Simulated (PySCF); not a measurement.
**A small calculation by hand: oscillator strength and radiative lifetime**

2,2-difluoro-4-methyl-1,3-dioxole (C₄H₄F₂O₂), SMILES CC1=COC(F)(F)O1.

The structure is a stationary point at PBE0-D3(BJ)/def2-SVP. One conformer was computed; it need not be the lowest.

PySCF with TDA-PBE/def2-SVPD puts the first singlet state with f over 0.02 at 6.71 eV (vertical), with the transition dipole (1.119, -0.579, 0.000) in atomic units.

Question: Find the oscillator strength, the wavelength and the radiative lifetime that this transition would have in vacuum if emission retraced absorption.

Answer: 
|μ|² = 1.5874 au, so |μ| = 3.20 D. ΔE = 6.71/27.211 = 0.2466 hartree. f = (2/3) ΔE |μ|² = 0.261 (the program prints 0.261).
λ = 1239.84/6.71 = 185 nm; ν = 54120 cm⁻¹.
Einstein's coefficient A = 0.6670 ν² f s⁻¹ (ν in cm⁻¹) = 5.1e8 s⁻¹, so τ = 1/A = 2.0 ns. This state is S4; the lower singlets have f = 0.001, 0.001, 0.009. The figure is the radiative limit of this one transition; relaxation, internal conversion, crossing to triplets and a medium change what is measured.
